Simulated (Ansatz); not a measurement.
TiSi₆⁺, 7 atoms. Hardware: 4 threads of Arm Neoverse V2 on a shared host.

Correlated methods freeze 35 core orbitals; core or outer-core shells of Ti are correlated, in sets that lack core-valence functions. In CCSD on the charge 1 doublet the largest single amplitude is 0.25, so its Hartree–Fock determinant may place the open shell otherwise than the density functionals do.

**Question.** How many basis functions does each of these Ansatz runs have, and roughly what does it cost? LC-ωPBE/def2-TZVP, charge 1 doublet, energy, from earlier orbitals; CCSD(T)/def2-SVP, charge 1 doublet, energy, from earlier orbitals; PBE-QIDH/def2-TZVP, charge 1 doublet, energy, from earlier orbitals; PBE-D4/def2-SVP, charge 1 doublet, energy, from earlier orbitals; HF/STO-3G, charge 1 doublet, energy; revPBE-D4/def2-TZVP, charge 1 doublet, energy, from earlier orbitals; PBE-D4/def2-TZVP, charge 1 doublet, energy and forces, from earlier orbitals; MP2/def2-TZVP, charge 1 doublet, energy, from earlier orbitals; PBE0-D4/def2-SVP, charge 1 doublet, relaxation, 20 steps; PBE0-D4/def2-SVP, charge 1 doublet, energy, from earlier orbitals; PBE0-D4/def2-SVP, charge 1 doublet, energy with a search over starts; PBE0-D4/def2-TZVP, charge 1 doublet, energy, from earlier orbitals.

**Answer.** Other jobs shared the machine, so times can vary by a factor of up to 3. A dash marks memory too small to be measured apart from the calling script's.

| run | functions | fitting or Cholesky vectors | wall time | peak host memory (GiB) |
| --- | --- | --- | --- | --- |
| HF/STO-3G, charge 1 doublet, energy | 72 | 845 | 1.2 s | – |
| PBE-D4/def2-SVP, charge 1 doublet, energy, from earlier orbitals | 139 | 1556 | 5.5 s | – |
| PBE-D4/def2-TZVP, charge 1 doublet, energy and forces, from earlier orbitals | 267 | 1925 | 11 s | 0.64 |
| revPBE-D4/def2-TZVP, charge 1 doublet, energy, from earlier orbitals | 267 | 1925 | 11 s | 0.64 |
| PBE0-D4/def2-SVP, charge 1 doublet, energy, from earlier orbitals | 139 | 1346 | 12 s | 0.64 |
| PBE0-D4/def2-SVP, charge 1 doublet, energy with a search over starts | 139 | 1346 | 22 s | 0.64 |
| MP2/def2-TZVP, charge 1 doublet, energy, from earlier orbitals | 267 | 1741 | 35 s | 1.6 |
| LC-ωPBE/def2-TZVP, charge 1 doublet, energy, from earlier orbitals | 267 | 1925 | 52 s | 2 |
| PBE-QIDH/def2-TZVP, charge 1 doublet, energy, from earlier orbitals | 267 | 1741 | 56 s | 1.5 |
| CCSD(T)/def2-SVP, charge 1 doublet, energy, from earlier orbitals | 139 | 1346 | 60 s | 1.5 |
| PBE0-D4/def2-TZVP, charge 1 doublet, energy, from earlier orbitals | 267 | 2074 | 90 s | 1.6 |
| PBE0-D4/def2-SVP, charge 1 doublet, relaxation, 20 steps | 139 | 1424 | 2.7 min | 0.68 |
